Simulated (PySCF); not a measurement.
## Orbital picture of WH

r²SCANh at R = 1.713 Å; PySCF, scalar-relativistic core potentials, basis sets H def2-TZVPPD, W def2-TZVPPD with ECP60. State: ⁶Σ⁺ (sextet), unpaired electrons σ ↑, π ↑↑, δ ↑↑. Only the outer orbitals are listed, counted within each symmetry, core potentials removing the inner ones.

```
spin  orbital  occ.  ε (eV)  on H (%)         main shells (%)
   α       3σ     1   -8.35        46  46 H s, 33 W s, 18 W d
   α       4σ     1   -5.91         3          52 W s, 42 W d
   α       2π     1   -5.31         0                  99 W d
   α       2π     1   -5.31         0                  99 W d
   α       1δ     1   -5.21         0                 100 W d
   α       1δ     1   -5.21         0                 100 W d
   α       5σ     0   -1.97        19  48 W p, 26 W d, 21 H s
   α       3π     0   -1.04         0                  99 W p
   α       3π     0   -1.04         0                  99 W p
   β       2σ     1  -40.66         1                  99 W p
   β       1π     1  -40.13         0                 100 W p
   β       1π     1  -40.13         0                 100 W p
   β       3σ     1   -7.71        66  66 H s, 18 W d, 13 W s
   β       4σ     0   -1.02         6   69 W s, 16 W d, 9 W p
   β       2π     0   -0.17         7                  93 W d
   β       2π     0   -0.17         7                  93 W d
```

Question: Which are the highest filled and the lowest empty level, where do they sit, and how wide is the gap?

Answer: Highest filled α 1δ at -5.21 eV (in %: 100 W d); lowest empty α 5σ at -1.97 eV (in %: 48 W p, 26 W d, 21 H s); the gap at r²SCANh is 3.24 eV.

The bond order (Mayer) is 0.96, the ⟨S²⟩ is 8.776 and the charge on H (Mulliken, basis-dependent) is -0.18. The charge on H (Löwdin, basis-dependent) is -0.31. The dipole moment (positive dipole means H(−)W(+)) is 2.06 D.

Spin–orbit coupling is left out. With d or f electrons several states lie close, and the lowest PBE0 determinant need not be the measured ground state.
